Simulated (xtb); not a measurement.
dimethyl selenide (C$_{2}$H$_{6}$Se), singlet, from a rough starting geometry; GFN2-xTB (xtb).

Input for xtb:
```
$ xtb mol.xyz --gfn 2 --opt vtight --json

# file mol.xyz
9

C      1.44056186     0.03451379     0.04703952
Se     0.05508646     0.46785043    -1.23478074
C     -1.50323772     0.08766312    -0.09854958
H      1.39029638    -1.13816260     0.21602358
H      2.41760618     0.22822700    -0.48916694
H      1.34203885     0.47201553     0.96395162
H     -1.39847098    -0.95707659     0.27630698
H     -2.35729478     0.20106814    -0.62424975
H     -1.44629281     0.73782897     0.78363602
```

### Question
Predict the main parts of the log of this xtb run.

### Answer

```
   ID    Z sym.   atoms
    1    6 C      1, 3
    2   34 Se     2
    3    1 H      4-9

           -------------------------------------------------
          |                Calculation Setup                |
           -------------------------------------------------

           -------------------------------------------------
          |                 G F N 2 - x T B                 |
           -------------------------------------------------

          ...................................................
          :                      SETUP                      :
          :.................................................:
          :  # basis functions                  24          :
          :  # atomic orbitals                  23          :
          :  # shells                           13          :
          :  # electrons                        20          :
          :  max. iterations                   250          :
          :  Hamiltonian                  GFN2-xTB          :
          :  restarted?                      false          :
          :  GBSA solvation                  false          :
          :  PC potential                    false          :
          :  electronic temp.          300.0000000     K    :
          :  accuracy                    1.0000000          :
          :  -> integral cutoff          0.2500000E+02      :
          :  -> integral neglect         0.1000000E-07      :
          :  -> SCF convergence          0.1000000E-05 Eh   :
          :  -> wf. convergence          0.1000000E-03 e    :
          :  Broyden damping             0.4000000          :
          :  net charge                          0          :
          :  unpaired electrons                  0          :
          ...................................................

 iter      E             dE          RMSdq      gap      omega  full diag
   1    -10.5659182 -0.105659E+02  0.482E+00    4.83       0.0  T
   2    -10.6022431 -0.363249E-01  0.376E+00    4.31       1.0  T
   3    -10.6037842 -0.154109E-02  0.172E+00    4.30       1.0  T
   4    -10.6039683 -0.184103E-03  0.297E-01    4.21       1.0  T
   5    -10.6039704 -0.213762E-05  0.144E-01    4.20       1.0  T
   6    -10.6039823 -0.118268E-04  0.370E-02    4.19       1.0  T
   7    -10.6039823 -0.363237E-07  0.151E-02    4.19       2.2  T
   8    -10.6039826 -0.263406E-06  0.438E-03    4.19       7.6  T
   9    -10.6039826 -0.346053E-08  0.114E-03    4.19      29.2  T
  10    -10.6039826 -0.929674E-09  0.345E-04    4.19      96.5  T
  11    -10.6039826 -0.248345E-09  0.909E-05    4.19     366.8  T

   *** convergence criteria satisfied after 11 iterations ***

         :::::::::::::::::::::::::::::::::::::::::::::::::::::
         ::                     SUMMARY                     ::
         :::::::::::::::::::::::::::::::::::::::::::::::::::::
         :: total energy             -10.484272676927 Eh    ::
         :: gradient norm              0.145167368048 Eh/a0 ::
         :: HOMO-LUMO gap              4.194162850011 eV    ::
         ::.................................................::
         :: SCC energy               -10.603981674258 Eh    ::
         :: -> isotropic ES            0.002996926895 Eh    ::
         :: -> anisotropic ES          0.001556704075 Eh    ::
         :: -> anisotropic XC          0.007061168886 Eh    ::
         :: -> dispersion             -0.003933499683 Eh    ::
         :: repulsion energy           0.119708997332 Eh    ::
         :: add. restraining           0.000000000000 Eh    ::
         :: total charge              -0.000000000000 e     ::
         :::::::::::::::::::::::::::::::::::::::::::::::::::::

      -----------------------------------------------------------
     |                   =====================                   |
     |                        A N C O P T                        |
     |                   =====================                   |
     |               Approximate Normal Coordinate               |
     |                Rational Function Optimizer                |
      -----------------------------------------------------------
      -----------------------------------------------------------
     |                   =====================                   |
     |                        A N C O P T                        |
     |                   =====================                   |
     |               Approximate Normal Coordinate               |
     |                Rational Function Optimizer                |
      -----------------------------------------------------------

          ...................................................
          :                      SETUP                      :
          :.................................................:
          :   optimization level         verytight          :
          :   max. optcycles                   200          :
          :   ANC micro-cycles                  20          :
          :   degrees of freedom                21          :
          :.................................................:
          :   RF solver                   davidson          :
          :   write xtbopt.log                true          :
          :   linear?                        false          :
          :   energy convergence         0.1000000E-06 Eh   :
          :   grad. convergence          0.2000000E-03 Eh/α :
          :   maxmium RF displ.          1.0000000          :
          :   Hlow (freq-cutoff)         0.1000000E-01      :
          :   Hmax (freq-cutoff)         5.0000000          :
          :   S6 in model hess.         20.0000000          :
          ...................................................

generating ANC from exact Hessian ...
Using Lindh-Hessian (1995)
 Shifting diagonal of input Hessian by    7.9780225639035206E-003
 Lowest  eigenvalues of input Hessian
    0.000000    0.000000    0.000000    0.000000    0.000000    0.000000
[...]
 * total energy  :   -10.4985557 Eh     change       -0.9919628E-05 Eh
 * total energy  :   -10.4985641 Eh     change       -0.8367618E-05 Eh
 * total energy  :   -10.4985716 Eh     change       -0.7564420E-05 Eh
 * total energy  :   -10.4985769 Eh     change       -0.5324185E-05 Eh
 * total energy  :   -10.4985798 Eh     change       -0.2813337E-05 Eh
 * total energy  :   -10.4985815 Eh     change       -0.1790457E-05 Eh
 * total energy  :   -10.4985827 Eh     change       -0.1184709E-05 Eh
 * total energy  :   -10.4985836 Eh     change       -0.8508334E-06 Eh
 * total energy  :   -10.4985842 Eh     change       -0.6277749E-06 Eh
 * total energy  :   -10.4985846 Eh     change       -0.4089057E-06 Eh
 * total energy  :   -10.4985849 Eh     change       -0.2349944E-06 Eh
 * total energy  :   -10.4985850 Eh     change       -0.1284297E-06 Eh
 * total energy  :   -10.4985851 Eh     change       -0.8816480E-07 Eh
   *** GEOMETRY OPTIMIZATION CONVERGED AFTER 19 ITERATIONS ***
[...]
   2    -10.6119421 -0.106581E-13  0.382E-06    4.18    8730.6  T
   3    -10.6119421 -0.888178E-14  0.204E-06    4.18   16379.8  T

   *** convergence criteria satisfied after 3 iterations ***

         :::::::::::::::::::::::::::::::::::::::::::::::::::::
         ::                     SUMMARY                     ::
         :::::::::::::::::::::::::::::::::::::::::::::::::::::
         :: total energy             -10.498585068106 Eh    ::
         :: gradient norm              0.000040381252 Eh/a0 ::
         :: HOMO-LUMO gap              4.177457416094 eV    ::
         ::.................................................::
         :: SCC energy               -10.611941227494 Eh    ::
         :: -> isotropic ES            0.003081349066 Eh    ::
         :: -> anisotropic ES          0.001531792782 Eh    ::
         :: -> anisotropic XC          0.007021830271 Eh    ::
         :: -> dispersion             -0.003928194867 Eh    ::
         :: repulsion energy           0.113356159387 Eh    ::
         :: add. restraining           0.000000000000 Eh    ::
         :: total charge               0.000000000000 e     ::
         :::::::::::::::::::::::::::::::::::::::::::::::::::::

           -------------------------------------------------
          |                Property Printout                |
           -------------------------------------------------

    * Orbital Energies and Occupations

         #    Occupation            Energy/Eh            Energy/eV
      -------------------------------------------------------------
         1        2.0000           -0.7409916             -20.1634
         2        2.0000           -0.6015198             -16.3682
         3        2.0000           -0.5959676             -16.2171
         4        2.0000           -0.5025732             -13.6757
         5        2.0000           -0.5023924             -13.6708
         6        2.0000           -0.4942272             -13.4486
         7        2.0000           -0.4905326             -13.3481
         8        2.0000           -0.4551473             -12.3852
         9        2.0000           -0.4357993             -11.8587
        10        2.0000           -0.3571759              -9.7193 (HOMO)
        11                         -0.2036572              -5.5418 (LUMO)
        12                         -0.1432371              -3.8977
        13                          0.0511130               1.3909
        14                          0.0631728               1.7190
        15                          0.1076471               2.9292
        16                          0.1420861               3.8664
        17                          0.1522248               4.1422
        18                          0.1607789               4.3750
        19                          0.1988715               5.4116
        20                          0.2189611               5.9582
        21                          0.2248168               6.1176
       ...                                ...                  ...
        23                          0.6755803              18.3835
      -------------------------------------------------------------
                  HL-Gap            0.1535187 Eh            4.1775 eV
             Fermi-level           -0.2804166 Eh           -7.6305 eV

     #   Z          covCN         q      C6AA      α(0)
     1   6 C        3.742    -0.063    21.778     6.658
     2  34 Se       1.936    -0.220   243.233    27.176
     3   6 C        3.742    -0.063    21.778     6.658
     4   1 H        0.925     0.056     2.251     2.346
     5   1 H        0.925     0.061     2.182     2.310
     6   1 H        0.925     0.056     2.250     2.346
     7   1 H        0.925     0.056     2.250     2.346
     8   1 H        0.925     0.061     2.182     2.310
     9   1 H        0.925     0.056     2.250     2.346

 Mol. C6AA /au·bohr⁶  :       1140.818525
 Mol. C8AA /au·bohr⁸  :      45032.496476
 Mol. α(0) /au        :         54.494807

Wiberg/Mayer (AO) data.
largest (>0.10) Wiberg bond orders for each atom

 ---------------------------------------------------------------------------
     #   Z sym  total        # sym  WBO       # sym  WBO       # sym  WBO
 ---------------------------------------------------------------------------
     1   6 C    3.986 --     2 Se   1.055     4 H    0.972     6 H    0.972
                             5 H    0.970
     2  34 Se   2.243 --     3 C    1.055     1 C    1.055
     3   6 C    3.986 --     2 Se   1.055     9 H    0.972     7 H    0.972
                             8 H    0.970
     4   1 H    0.997 --     1 C    0.972
     5   1 H    0.996 --     1 C    0.970
     6   1 H    0.997 --     1 C    0.972
     7   1 H    0.997 --     3 C    0.972
     8   1 H    0.996 --     3 C    0.970
     9   1 H    0.997 --     3 C    0.972
 ---------------------------------------------------------------------------

Topologies differ in total number of bonds
Writing topology from bond orders to xtbtopo.mol

molecular dipole:
                 x           y           z       tot (Debye)
 q only:       -0.026      -0.251       0.620
   full:       -0.040      -0.383       0.946       2.597
molecular quadrupole (traceless):
                xx          xy          yy          xz          yz          zz
 q only:        3.256      -0.146      -0.781       0.183       0.835      -2.475
  q+dip:        3.988      -0.174      -0.031       0.276       1.925      -3.958
   full:        4.952      -0.222      -1.108       0.283       1.347      -3.844

optimized geometry written to: xtbopt.xyz

           -------------------------------------------------
          | TOTAL ENERGY              -10.498585068106 Eh   |
          | GRADIENT NORM               0.000040381252 Eh/α |
          | HOMO-LUMO GAP               4.177457416094 eV   |
           -------------------------------------------------

normal termination of xtb
```
